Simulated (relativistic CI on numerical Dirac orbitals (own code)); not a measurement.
One change at a time: Ru7+

Base calculation: Dirac-Coulomb-Breit CI, separate exchange-only KLI orbitals for each configuration, QED by a radiative potential, unscaled Slater integrals.

Configuration list (outside the closed core [Ar] 3d10): 4s2 4p6 4d, 4s2 4p6 5s, 4s2 4p6 4f, 4s2 4p5 4d2, 4s2 4p6 5p, 4s 4p6 4d2, 4s2 4p6 5d, 4s2 4p5 4d 4f, 4s2 4p6 6s, 4s2 4p6 6p, 4s2 4p6 5f, 4s2 4p5 4d 5s, 4s2 4p6 6d, 4s2 4p6 5g, 4s 4p6 4d 4f, 4s2 4p6 7s, 4s2 4p6 7p, 4s2 4p6 6f, 4s2 4p5 4d 5p, 4s2 4p6 8s, 4s 4p6 5s2, 4s2 4p5 4d 5d, 4s 4p6 4d 5s, 4p6 4d3, 4p5 4d4. Double excitations out of closed p, d and f shells are left out; levels of such configurations are missing from the list, as are those of other unlisted configurations, and high levels can miss mixing partners. These lack a partner that the ground configuration has and come out too high: 4s2 4p5 4d 4f, 4s2 4p5 4d 5s, 4s2 4p5 4d 5p, 4s2 4p5 4d 5d.

Variants: (1) valence Slater integrals scaled by 0.9; (2) configuration mixing switched off. Shifts of the energy above 4s2 4p6 4d 2D_3/2, in cm⁻¹, for the lowest level and the first level of each name with at least 55 % of one term (blank where a level changes its place among those of its configuration and J or its character, or is not in the variant):

| Level | Base | Δ(1) | Δ(2) |
| --- | --- | --- | --- |
| 4s2 4p6 4d 2D_3/2 | 0 | 0 | 0 |
| 4s2 4p6 4d 2D_5/2 | 4224 | +2 | +3 |
| 4s2 4p6 5s 2S_1/2 | 226312 | -375 | -1740 |
| 4s2 4p6 5p 2P°_1/2 | 307691 | -567 | -2791 |
| 4s2 4p6 5p 2P°_3/2 | 315706 | -583 | -2892 |
| 4s2 4p5 4d2 4D°_1/2 | 346535 | +3674 | -6943 |
| 4s2 4p5 4d2 4D°_3/2 | 347955 | +3630 | -6815 |
| 4s2 4p5 4d2 4D°_5/2 | 350348 | +3567 | -6596 |
| 4s2 4p5 4d2 4D°_7/2 | 354277 | +3463 | -6292 |
| 4s2 4p5 4d2 4G°_11/2 | 362826 | +2504 | -4810 |
| 4s2 4p5 4d2 4G°_9/2 | 363797 | +2243 | -5110 |
| 4s2 4p5 4d2 4P°_5/2 | 366317 | +1996 | -6420 |
| 4s2 4p5 4d2 4G°_7/2 | 366736 | +2029 | -5837 |
| 4s2 4p5 4d2 4P°_3/2 | 371173 | +1728 | -6291 |
| 4s2 4p5 4d2 4P°_1/2 | 376092 | +1678 | -6270 |
| 4s2 4p5 4d2 2D°_5/2 | 378560 | +909 | -6621 |
| 4s2 4p5 4d2 4F°_9/2 | 380547 | +879 | -6452 |
| 4s2 4p5 4d2 2H°_11/2 | 387782 | -193 | -5008 |
| 4s2 4p5 4d2 2F°_7/2 | 389143 | -115 | -7093 |
| 4s2 4p5 4d2 2P°_1/2 | 390067 | -83 | -7332 |
| 4s2 4p5 4d2 2F°_5/2 | 393048 | +831 |  |
| 4s2 4p5 4d2 2H°_9/2 | 401743 | -984 | -5607 |

At this charge configurations can still be misplaced by up to about 7 % of their energy.

Ionisation energy from the two ground configurations alone: base 110.08 eV. The NIST ASD value (theoretical) is 110 eV.

LS names give the leading component of a level, which can be under half, so a name can repeat, a term be missing and a line seem to break the LS rules.
